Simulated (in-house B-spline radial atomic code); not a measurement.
Computed with a B-spline radial atomic code. Model: two electrons, singlet ground state, non-relativistic, full CI in B-splines with partial waves to l = 8 (at full coupling up to 3e-4 hartree above the limit, correlation up to 0.6 % small), density held at that of full coupling by Lieb maximisation.

W(λ) is the mean repulsion in the state of coupling λ less the Hartree energy of the fixed density. Its start is exact exchange, its initial slope is twice the second-order Görling-Levy correlation energy, and its area from 0 to 1 is E_xc. A straight curve means weak, dynamic correlation, and a curve that drops fast and flattens means strong correlation.

Command:
```bash
python run_ac.py task.json out
```
Settings (lengths in bohr, energies in hartree):
```
potential              harmonic
strength               3.71
lmax                   8
```

Cost of the run: 8.3 s on 1 thread of Intel(R) Xeon(R) Processor @ 2.30GHz (shared host).

**W = mean repulsion less Hartree energy, and W of three functionals.**

Given: confinement harmonic well; well frequency 3.71 hartree; external potential omega^2 r^2/2.

Computed: PBE exchange minus exact 63.381 millihartree; SCAN exchange minus exact 4.5645 millihartree.

```tsv
coupling	W xc (hartree)	W xc minus exchange (millihartree)	kinetic minus Kohn-Sham (millihartree)	LDA (PW92) W minus its exchange (millihartree)	PBE W minus its exchange (millihartree)	SCAN W minus its exchange (millihartree)
0	-1.4831	0	0	0	0	0
0.02	-1.4851	-1.99	0	-12.93	-3.27	-1.91
0.05	-1.4881	-4.95	0.1	-26.83	-8.04	-4.71
0.12	-1.4949	-11.749	0.7	-52.16	-18.62	-11.1
0.25	-1.5071	-23.98	3	-88.37	-36.73	-22.46
0.4	-1.5206	-37.485	7.3	-121.73	-55.72	-34.91
0.6	-1.5377	-54.538	15.8	-158.45	-78.66	-50.58
0.8	-1.5537	-70.575	27.1	-189.56	-99.45	-65.31
1	?	?	?	?	?	?
1.4	?	?	?	?	?	?
2	-1.6325	-149.33	134.6	-318.87	-195.89	-138.88
3	-1.6811	-197.94	255.1	-389.81	-253.84	-186.19
4.5	-1.7353	-252.17	456.2	-466.63	-319.43	-241.51
7	-1.796	-312.89	799.5	-553.4	-396.18	-307.12
10	-1.8428	-359.64	1191.9	-622.88	-459.17	-360.02
```

Question: What belongs in the row 1?

Answer: W xc (hartree): -1.5688; W xc minus exchange (millihartree): -85.673; kinetic minus Kohn-Sham (millihartree): 40.6; LDA (PW92) W minus its exchange (millihartree): -216.78; PBE W minus its exchange (millihartree): -118.52; SCAN W minus its exchange (millihartree): -79.22.

Question: What belongs in the row 1.4?

Answer: W xc (hartree): -1.5965; W xc minus exchange (millihartree): -113.32; kinetic minus Kohn-Sham (millihartree): 73.7; LDA (PW92) W minus its exchange (millihartree): -263.06; PBE W minus its exchange (millihartree): -152.57; SCAN W minus its exchange (millihartree): -104.89.

Question: What is the LDA exchange minus exact?

Answer: 214.82 millihartree.

**Energy parts, natural occupations and partial-wave weights.**

Computed: total energy 12.5946 hartree; exchange energy -1.4831 hartree; correlation energy -0.045042 hartree; initial slope twice GL2 -0.099799 hartree; kinetic part over minus potential part 0.47425; Hartree energy 2.9663 hartree; Lieb Oxford ratio E_xc over LDA exchange 1.2049.

```tsv
natural	occupation of the shell (electrons)
s	1.9916
p	0.0075106
s	?
d	0.00031457
p	6.5206e-05
f	4.0851e-05
```

Question: What belongs in the row s?

Answer: occupation of the shell (electrons): 0.00042179.

```json
{"wave": "s", "weight": "0.99602"}
{"wave": "p", "weight": "0.0037899"}
{"wave": "d", "weight": "0.00016466"}
{"wave": "f", "weight": "?"}
{"wave": "g", "weight": "5.1353e-06"}
```

Question: What belongs in the row f?

Answer: weight: 2.2536e-05.

Question: What is the Kohn-Sham kinetic?

Answer: 5.2085 hartree.

Question: What is the kinetic part of the DFT correlation energy?

Answer: 0.04063 hartree.

Half-way to full coupling W has made 54 % of its drop, against 50 % for a straight line, and second-order (GL2) theory, half the initial slope, overshoots the correlation energy by about 11 %: a moderate bend, as in light atoms. Over couplings 0 to 1 the errors in E_xc come to about +128 millihartree for LDA, +44 millihartree for PBE, +7.8 millihartree for SCAN, so SCAN is nearest. In LDA and PBE the errors of exchange and correlation have opposite signs, so the sum is smaller than the larger of the two.
